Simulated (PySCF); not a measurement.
A geometry optimisation, step by step.

Species: C2H2IN3.
Bonds: I1–C2, C2–N3 (aromatic), N3–C4 (aromatic), C4–N5 (aromatic), N5–N6 (aromatic), C2–N6 (aromatic). Hydrogens: H7 on C4; H8 on N6.

Method: PySCF, PBE0-D3(BJ)/def2-SVP geometry optimisation, gas phase, def2 core potentials past Kr; density fitting, grid level 1; the optimiser is geomeTRIC in internal coordinates, started from a GFN2-xTB structure with every atom displaced at random (about 0.01 Å). The frame can shift and turn from step to step; on so coarse a grid that alone can change the energy by a few meV, and forces under 0.02 eV/Å are noise.

Step 0: E = -14664.6369 eV, largest atomic force 2.734 eV/Å
```
atom  x, y, z in Å  |  force x, y, z in eV/Å
I1      2.902   -0.325   -0.419   -0.407   0.066   0.054
C2      0.827   -0.198   -0.170    0.627   0.054  -0.110
N3     -0.051   -1.134   -0.461    2.631  -0.624  -0.406
C4     -1.177   -0.575   -0.111   -2.687  -0.373   0.026
N5     -1.112    0.634    0.357   -0.060   1.693   0.750
N6      0.199    0.894    0.328    0.095  -0.802  -0.325
H7     -2.134   -1.090   -0.213   -0.043   0.091   0.033
H8      0.601    1.775    0.636   -0.155  -0.104  -0.023
```

Step 1: E = -14664.5687 eV, largest atomic force 1.798 eV/Å
```
atom  x, y, z in Å  |  force x, y, z in eV/Å
I1      2.052   -0.392   -2.042    0.371   0.123  -0.082
C2      0.760   -0.140   -0.459   -0.333  -0.017  -0.550
N3      0.503   -1.021    0.460   -0.938  -0.756   0.147
C4     -0.665   -0.557    1.007    1.414   0.783   0.788
N5     -1.008    0.645    0.579   -0.948  -0.651  -0.643
N6     -0.166    0.842   -0.434    0.315   0.534   0.283
H7     -1.164   -1.037    1.849   -0.002  -0.017  -0.042
H8     -0.256    1.654   -1.035    0.120   0.001   0.100
```

Step 2: E = -14664.7121 eV, largest atomic force 0.534 eV/Å
```
atom  x, y, z in Å  |  force x, y, z in eV/Å
I1      2.091   -0.349   -2.044    0.080   0.055   0.180
C2      0.735   -0.175   -0.482   -0.441   0.011  -0.301
N3      0.458   -1.066    0.435   -0.213   0.170   0.030
C4     -0.644   -0.532    1.033    0.227  -0.097   0.338
N5     -1.051    0.624    0.546    0.179  -0.184  -0.085
N6     -0.169    0.833   -0.433    0.164   0.095  -0.108
H7     -1.137   -0.999    1.884   -0.036  -0.040  -0.035
H8     -0.229    1.660   -1.015    0.041  -0.009  -0.020
```

Step 3: E = -14664.7283 eV, largest atomic force 0.789 eV/Å
```
atom  x, y, z in Å  |  force x, y, z in eV/Å
I1      2.139   -0.325   -1.993    0.044  -0.019  -0.003
C2      0.675   -0.202   -0.535    0.056  -0.186  -0.093
N3      0.417   -1.084    0.399    0.257  -0.032  -0.062
C4     -0.629   -0.531    1.062    0.170   0.294  -0.617
N5     -1.021    0.625    0.560   -0.439   0.481   0.228
N6     -0.186    0.834   -0.462   -0.020  -0.565   0.550
H7     -1.115   -0.996    1.918   -0.008   0.044  -0.015
H8     -0.226    1.676   -1.025   -0.059  -0.016   0.012
```

Step 4: E = -14664.7401 eV, largest atomic force 0.333 eV/Å
```
atom  x, y, z in Å  |  force x, y, z in eV/Å
I1      2.158   -0.311   -1.977   -0.004  -0.028  -0.055
C2      0.656   -0.224   -0.559    0.032   0.111   0.111
N3      0.413   -1.092    0.389   -0.049  -0.042  -0.026
C4     -0.621   -0.518    1.052   -0.143  -0.185   0.237
N5     -1.020    0.647    0.581    0.098  -0.121  -0.121
N6     -0.196    0.817   -0.455    0.078   0.257  -0.143
H7     -1.104   -0.982    1.910    0.016   0.006   0.041
H8     -0.229    1.660   -1.016   -0.027   0.001  -0.043
```

Step 5: E = -14664.7456 eV, largest atomic force 0.040 eV/Å
```
atom  x, y, z in Å  |  force x, y, z in eV/Å
I1      2.145   -0.323   -1.994   -0.007  -0.004   0.021
C2      0.675   -0.209   -0.540   -0.025   0.004  -0.016
N3      0.420   -1.087    0.397   -0.012   0.001   0.007
C4     -0.629   -0.525    1.050    0.019  -0.005   0.009
N5     -1.027    0.637    0.570    0.015  -0.009   0.002
N6     -0.186    0.827   -0.449    0.028   0.027  -0.004
H7     -1.111   -0.988    1.911   -0.005  -0.003  -0.009
H8     -0.232    1.663   -1.019   -0.013  -0.012  -0.011
```

Step 6: E = -14664.7458 eV, largest atomic force 0.036 eV/Å
```
atom  x, y, z in Å  |  force x, y, z in eV/Å
I1      2.146   -0.323   -1.990    0.006  -0.004  -0.004
C2      0.672   -0.210   -0.541    0.002  -0.004  -0.024
N3      0.419   -1.088    0.395   -0.007   0.018   0.004
C4     -0.627   -0.525    1.051   -0.012  -0.003  -0.001
N5     -1.024    0.639    0.572   -0.008   0.004   0.005
N6     -0.186    0.828   -0.449    0.026  -0.007   0.025
H7     -1.111   -0.989    1.909    0.000   0.003   0.002
H8     -0.235    1.663   -1.022   -0.008  -0.006  -0.007
```

Step 7: E = -14664.7458 eV, largest atomic force 0.025 eV/Å
```
atom  x, y, z in Å  |  force x, y, z in eV/Å
I1      2.147   -0.321   -1.990    0.002  -0.009  -0.002
C2      0.672   -0.211   -0.543   -0.003  -0.003   0.020
N3      0.418   -1.088    0.394    0.007  -0.018  -0.002
C4     -0.627   -0.525    1.052    0.006   0.005  -0.023
N5     -1.023    0.639    0.573   -0.005   0.013  -0.003
N6     -0.184    0.828   -0.448   -0.005   0.010   0.011
H7     -1.112   -0.989    1.910    0.004   0.002   0.004
H8     -0.236    1.661   -1.023   -0.005   0.000  -0.004
```

Step 8: E = -14664.7459 eV, largest atomic force under 0.02 eV/Å
```
atom  x, y, z in Å  |  force x, y, z in eV/Å
I1      2.147   -0.322   -1.990   -0.002  -0.006   0.001
C2      0.672   -0.210   -0.542    0.002  -0.002   0.002
N3      0.417   -1.089    0.394    0.001   0.000  -0.003
C4     -0.628   -0.525    1.051   -0.001   0.003   0.001
N5     -1.023    0.640    0.573    0.000   0.003  -0.002
N6     -0.183    0.829   -0.447    0.000   0.004   0.002
H7     -1.112   -0.988    1.910    0.000  -0.001   0.000
H8     -0.237    1.661   -1.024    0.000   0.000  -0.001
```

Q: Summarise the path.

A: The energy falls by 0.1090 eV from step 0 to step 8; nine tenths of that is first reached at step 4. It rises by more than 0.2 meV at step 1. The largest force goes from 2.734 to under 0.02 eV/Å. Among the bonds N3–C4 changes most, from 1.305 to 1.357 Å; the atoms move by 0.026 Å rms after alignment.

Q: Follow the three bonds and two angles with the largest change from start to end.

A: 
```json
{"step": "0", "E above end (eV)": "0.1090", "largest force (eV/Å)": "2.734", "N3–C4 (Å)": "1.305", "I1–C2 (Å)": "2.093", "C4–N5 (Å)": "1.298", "C2–N6–N5 (°)": "107.8", "N5–N6–H8 (°)": "123.3"}
{"step": "1", "E above end (eV)": "0.1772", "largest force (eV/Å)": "1.798", "N3–C4 (Å)": "1.371", "I1–C2 (Å)": "2.059", "C4–N5 (Å)": "1.321", "C2–N6–N5 (°)": "109.9", "N5–N6–H8 (°)": "120.8"}
{"step": "2", "E above end (eV)": "0.0338", "largest force (eV/Å)": "0.534", "N3–C4 (Å)": "1.362", "I1–C2 (Å)": "2.076", "C4–N5 (Å)": "1.318", "C2–N6–N5 (°)": "110.5", "N5–N6–H8 (°)": "120.7"}
{"step": "3", "E above end (eV)": "0.0176", "largest force (eV/Å)": "0.789", "N3–C4 (Å)": "1.356", "I1–C2 (Å)": "2.069", "C4–N5 (Å)": "1.319", "C2–N6–N5 (°)": "108.7", "N5–N6–H8 (°)": "122.0"}
{"step": "4", "E above end (eV)": "0.0058", "largest force (eV/Å)": "0.333", "N3–C4 (Å)": "1.356", "I1–C2 (Å)": "2.068", "C4–N5 (Å)": "1.318", "C2–N6–N5 (°)": "110.6", "N5–N6–H8 (°)": "121.0"}
{"step": "5", "E above end (eV)": "0.0003", "largest force (eV/Å)": "0.040", "N3–C4 (Å)": "1.358", "I1–C2 (Å)": "2.071", "C4–N5 (Å)": "1.319", "C2–N6–N5 (°)": "110.1", "N5–N6–H8 (°)": "121.2"}
{"step": "6", "E above end (eV)": "0.0001", "largest force (eV/Å)": "0.036", "N3–C4 (Å)": "1.357", "I1–C2 (Å)": "2.070", "C4–N5 (Å)": "1.319", "C2–N6–N5 (°)": "110.0", "N5–N6–H8 (°)": "121.2"}
{"step": "7", "E above end (eV)": "0.0000", "largest force (eV/Å)": "0.025", "N3–C4 (Å)": "1.357", "I1–C2 (Å)": "2.070", "C4–N5 (Å)": "1.319", "C2–N6–N5 (°)": "110.1", "N5–N6–H8 (°)": "121.2"}
{"step": "8", "E above end (eV)": "0.0000", "largest force (eV/Å)": "under 0.02", "N3–C4 (Å)": "1.357", "I1–C2 (Å)": "2.070", "C4–N5 (Å)": "1.319", "C2–N6–N5 (°)": "110.1", "N5–N6–H8 (°)": "121.2"}
```

What follows is the cost of the whole optimisation. On one thread of an Arm Neoverse V2, no GPU, shared host with 96 logical CPUs at a one-minute load of 56, this took 47 s of wall time and 0.45 GiB of memory at its peak.
